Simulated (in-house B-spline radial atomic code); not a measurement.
A fraction x of an electron is removed from 5p in Xe IV (Xe3+), starting from [Kr] 4d10 5s2 5p3 and keeping the highest spin. Level of theory: scalar-relativistic (X2C) wB97X, spin-polarised, spherical fractional occupations, Fermi nucleus of rms radius 4.7859 fm; calculated with a B-spline radial code for spherical atoms.

Caution: exact exchange at fractional occupations of open shells leaves self-interaction of up to several eV.

```json
{"x": "0", "E(x) - E(0) (eV)": "0.0000", "5p up level (eV)": "-41.887"}
{"x": "0.11", "E(x) - E(0) (eV)": "4.6547", "5p up level (eV)": "-42.746"}
{"x": "0.21", "E(x) - E(0) (eV)": "8.9685", "5p up level (eV)": "-43.530"}
{"x": "0.35", "E(x) - E(0) (eV)": "15.1400", "5p up level (eV)": "-44.635"}
{"x": "0.42", "E(x) - E(0) (eV)": "18.2838", "5p up level (eV)": "-45.189"}
{"x": "0.5", "E(x) - E(0) (eV)": "21.9244", "5p up level (eV)": "-45.825"}
{"x": "0.54", "E(x) - E(0) (eV)": "23.7638", "5p up level (eV)": "-46.144"}
{"x": "0.64", "E(x) - E(0) (eV)": "28.4181", "5p up level (eV)": "-46.944"}
{"x": "0.87", "E(x) - E(0) (eV)": "39.4278", "5p up level (eV)": "-48.796"}
{"x": "0.95", "E(x) - E(0) (eV)": "43.3575", "5p up level (eV)": "-49.446"}
{"x": "1", "E(x) - E(0) (eV)": "45.8399", "5p up level (eV)": "-49.853"}
```

The exact functional would give a straight line between the two integer points. Deviations E(x) - E(0) - x[E(1) - E(0)], in eV: -0.388 at x = 0.11, -0.658 at x = 0.21, -0.904 at x = 0.35, -0.969 at x = 0.42, -0.996 at x = 0.5, -0.99 at x = 0.54, -0.919 at x = 0.64, -0.453 at x = 0.87, -0.19 at x = 0.95.

The curve lies below the straight line by up to 0.996 eV (at x = 0.5): convex, the delocalisation error, to which spherically averaged exact exchange adds.

(1) How well does Slater's transition state (minus the level at half occupation) give the ionisation energy?

Answers

(1) It gives 45.825 eV against 45.840 eV from the two total energies; NIST lists 42.20 eV, ground level to ground level. The end point has an open shell averaged over its orbitals, so its exact exchange keeps a self-interaction and this is no true integer point.
